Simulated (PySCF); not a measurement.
Excitations are Tamm–Dancoff values on a coarser integration grid. The basis has no diffuse functions, so Rydberg states are missing or too high.

Cartesian coordinates (Å):
SMILES: BC=C
```xyz
8

B      1.2812     0.1437     0.0573
C     -0.1784     0.3667    -0.3624
C     -1.1739    -0.3643     0.1604
H      2.1709     0.7895    -0.4051
H      1.5301    -0.6980     0.8669
H     -0.4442     1.1246    -1.0958
H     -0.9717    -1.1351     0.8967
H     -2.2142    -0.2271    -0.1181
```
Charge 0, multiplicity 1.

Q: Estimate the HOMO, LUMO, HOMO–LUMO gap, S1 excitation (TDA) and brightest of the four lowest singlets (TDA) that TPSSh-D3(BJ)/def2-TZVP // B3LYP-D3(BJ)/def2-TZVP (PySCF 2.14.0) returns for this input.

A: 
```json
{
  "HOMO": "-7.83 eV",
  "LUMO": "-2.49 eV",
  "HOMO–LUMO gap": "5.34 eV",
  "S1 excitation (TDA)": "5.33 eV",
  "brightest of the four lowest singlets (TDA)": "6.27 eV"
}
```
